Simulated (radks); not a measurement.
Initial-state core-level shifts of neutral terbium when its valence configuration changes from [Xe] 4f9 6s2. Method: scalar-relativistic Kohn-Sham, r2SCAN, spin-unpolarised, spherical densities, finite nucleus; meta-GGA in the generalised Kohn-Sham scheme; Fermi nuclear charge, rms radius 5.06 fm; computed with a radial shooting solver on a logarithmic mesh with Libxc functionals. Shifts are changes of the shell-averaged eigenvalues in eV (positive: less bound); the change of the density at the nucleus, which sets a Mossbauer isomer shift, is in e/bohr^3, on a base of 7.2e+05.

valence	1s	2s	2p	5s	density at nucleus
4f9 5d2	+0.867	+0.946	+0.948	+1.202	-48.56
4f9 5d1 6s1	+0.684	+0.726	+0.728	+0.875	-26.30
4f8 6s2 6p1	-9.778	-10.364	-10.289	-7.139	+49.29
4f8.5 6s2 6p0.5	-4.639	-4.904	-4.870	-3.496	+22.68
4f9 6p2	-2.683	-2.647	-2.651	-2.765	-47.08
4f7 6s2 6p2	-21.162	-22.524	-22.347	-14.616	+110.41
4f8 5d3	-4.429	-4.832	-4.754	-1.465	-22.54
